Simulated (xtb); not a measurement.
xtb input (GFN1-xTB):

```bash
xtb mol.xyz --gfn 1 --opt tight --chrg 0 --uhf 0
```
mol.xyz:
```
14

Si     0.08385509    -0.03276218     0.36798897
C      1.64369678    -0.33373973    -0.63379345
C     -1.22408655    -1.30840684    -0.06707536
C     -0.56765736     1.69998858     0.05117999
H      0.41343626    -0.16152953     1.81432021
H      2.42145020     0.39046200    -0.38204617
H      2.04551198    -1.33245170    -0.44977123
H      1.44123335    -0.24748271    -1.70429325
H     -0.86734399    -2.32243754     0.12585391
H     -1.49306834    -1.24475726    -1.12443011
H     -2.13379065    -1.15771753     0.51813949
H     -0.82141324     1.83341802    -1.00343181
H     -1.46704444     1.89796051     0.63825345
H      0.17534046     2.45615419     0.31369293
```

Output:

```
           -------------------------------------------------
          |                Calculation Setup                |
           -------------------------------------------------

           -------------------------------------------------
          |                 G F N 1 - x T B                 |
           -------------------------------------------------

        Reference                      10.1021/acs.jctc.7b00118
      * Hamiltonian:
        H0-scaling (s, p, d)           1.850000    2.250000    2.000000
        zeta-weighting                 0.000000
      * Dispersion:
        s8                             2.400000
        a1                             0.630000
        a2                             5.000000
        s9                             0.000000
      * Repulsion:
        kExp                           1.500000
        rExp                           1.000000
      * Coulomb:
        alpha                          2.000000
        third order                    atomic
        anisotropic                    false
      * Halogen bond correction:
        rad-scale                      1.300000
        damping                        0.440000

          ...................................................
          :                      SETUP                      :
          :.................................................:
          :  # basis functions                  42          :
          :  # atomic orbitals                  41          :
          :  # shells                           29          :
          :  # electrons                        26          :
          :  # halogen bonds                     0          :
          :  max. iterations                   250          :
          :  Hamiltonian                  GFN1-xTB          :
          :  restarted?                      false          :
          :  GBSA solvation                  false          :
          :  PC potential                    false          :
          :  electronic temp.          300.0000000     K    :
          :  accuracy                    1.0000000          :
          :  -> integral cutoff          0.2500000E+02      :
          :  -> integral neglect         0.1000000E-07      :
          :  -> SCF convergence          0.1000000E-05 Eh   :
          :  -> wf. convergence          0.2000000E-04 e    :
          :  Broyden damping             0.4000000          :
          :  net charge                          0          :
          :  unpaired electrons                  0          :
          ...................................................

 iter      E             dE          RMSdq      gap      omega  full diag
   1    -13.7694369 -0.137694E+02  0.756E+00    7.35       0.0  T
   2    -13.7771020 -0.766513E-02  0.459E+00    7.44       1.0  T
   3    -13.7774732 -0.371130E-03  0.335E-01    7.57       1.0  T
   4    -13.7779283 -0.455149E-03  0.368E-02    7.51       1.0  T
   5    -13.7779418 -0.134702E-04  0.121E-02    7.52       2.2  T
   6    -13.7779420 -0.179329E-06  0.357E-03    7.52       7.5  T
   7    -13.7779421 -0.123149E-06  0.493E-04    7.52      54.2  T
[...]
        15                         -0.1600108              -4.3541
        16                         -0.1495967              -4.0707
        17                         -0.1108552              -3.0165
        18                         -0.0970187              -2.6400
        19                         -0.0970187              -2.6400
        20                         -0.0770256              -2.0960
        21                         -0.0770256              -2.0960
        22                         -0.0552173              -1.5025
        23                         -0.0388288              -1.0566
        24                         -0.0322820              -0.8784
       ...                                ...                  ...
        41                          1.3586672              36.9712
      -------------------------------------------------------------
                  HL-Gap            0.2744182 Eh            7.4673 eV
             Fermi-level           -0.2972199 Eh           -8.0878 eV

  Mulliken/CM5 charges         n(s)   n(p)   n(d)
     1Si    0.22579 -0.01070   1.275  1.830  0.670
     2C    -0.19349 -0.30309   1.010  3.183  0.000
     3C    -0.19349 -0.30309   1.010  3.183  0.000
     4C    -0.19349 -0.30309   1.010  3.183  0.000
     5H    -0.07152  0.01606   1.072  0.000  0.000
     6H     0.04741  0.10047   0.953  0.000  0.000
     7H     0.04741  0.10047   0.953  0.000  0.000
     8H     0.04725  0.10036   0.953  0.000  0.000
     9H     0.04741  0.10047   0.953  0.000  0.000
    10H     0.04725  0.10036   0.953  0.000  0.000
    11H     0.04741  0.10047   0.953  0.000  0.000
    12H     0.04725  0.10036   0.953  0.000  0.000
    13H     0.04741  0.10047   0.953  0.000  0.000
    14H     0.04741  0.10047   0.953  0.000  0.000

Wiberg/Mayer (AO) data.
largest (>0.10) Wiberg bond orders for each atom

 ---------------------------------------------------------------------------
     #   Z sym  total        # sym  WBO       # sym  WBO       # sym  WBO
 ---------------------------------------------------------------------------
     1  14 Si   4.492 --     3 C    1.048     4 C    1.048     2 C    1.048
                             5 H    0.926
     2   6 C    3.951 --     1 Si   1.048     7 H    0.944     6 H    0.944
                             8 H    0.941
     3   6 C    3.951 --     1 Si   1.048     9 H    0.944    11 H    0.944
                            10 H    0.941
     4   6 C    3.951 --     1 Si   1.048    13 H    0.944    14 H    0.944
                            12 H    0.941
     5   1 H    0.992 --     1 Si   0.926
     6   1 H    0.999 --     2 C    0.944
     7   1 H    0.999 --     2 C    0.944
     8   1 H    1.000 --     2 C    0.941
     9   1 H    0.999 --     3 C    0.944
    10   1 H    1.000 --     3 C    0.941
    11   1 H    0.999 --     3 C    0.944
    12   1 H    1.000 --     4 C    0.941
    13   1 H    0.999 --     4 C    0.944
    14   1 H    0.999 --     4 C    0.944
 ---------------------------------------------------------------------------

Topologies differ in total number of bonds
Writing topology from bond orders to xtbtopo.mol

 dipole moment from electron density (au)
     X       Y       Z
  -0.0715   0.0279  -0.3138  total (Debye):    0.821

           -------------------------------------------------
          |                Geometry Summary                 |
           -------------------------------------------------

      molecular mass/u    :       74.1971139
   center of mass at/Å    :        0.0060255      -0.0023542       0.0264423
  moments of inertia/u·Å² :        0.9823311E+02   0.9823311E+02   0.1668703E+03
Note: The following floating-point exceptions are signalling: IEEE_DENORMAL
normal termination of xtb
rotational constants/cm⁻¹ :        0.1716085E+00   0.1716085E+00   0.1010224E+00

 * 13 selected distances

     #   Z          #   Z                                           value/Å
     1  14 Si       2   6 C                                       1.9069524 (max)
     1  14 Si       3   6 C                                       1.9069524
     1  14 Si       4   6 C                                       1.9069524
     1  14 Si       5   1 H                                       1.4571084
     2   6 C        6   1 H                                       1.0962001
     2   6 C        7   1 H                                       1.0962001
     2   6 C        8   1 H                                       1.0969862
     3   6 C        9   1 H                                       1.0962001
     3   6 C       10   1 H                                       1.0969862
     3   6 C       11   1 H                                       1.0962001
     4   6 C       12   1 H                                       1.0969862
     4   6 C       13   1 H                                       1.0962001 (min)
     4   6 C       14   1 H                                       1.0962001

 * 3 distinct bonds (by element types)

   Z      Z             #   av. dist./Å        max./Å        min./Å
   1 H    6 C           9     1.0964621     1.0969862     1.0962001
   1 H   14 Si          1     1.4571084     1.4571084     1.4571084
   6 C   14 Si          3     1.9069524     1.9069524     1.9069524

optimized geometry written to: xtbopt.xyz

           -------------------------------------------------
          | TOTAL ENERGY              -13.591623018397 Eh   |
          | GRADIENT NORM               0.000091644868 Eh/α |
          | HOMO-LUMO GAP               7.467298076890 eV   |
           -------------------------------------------------

------------------------------------------------------------------------
------------------------------------------------------------------------
 total:
 SCF:
 ANC optimizer:
```
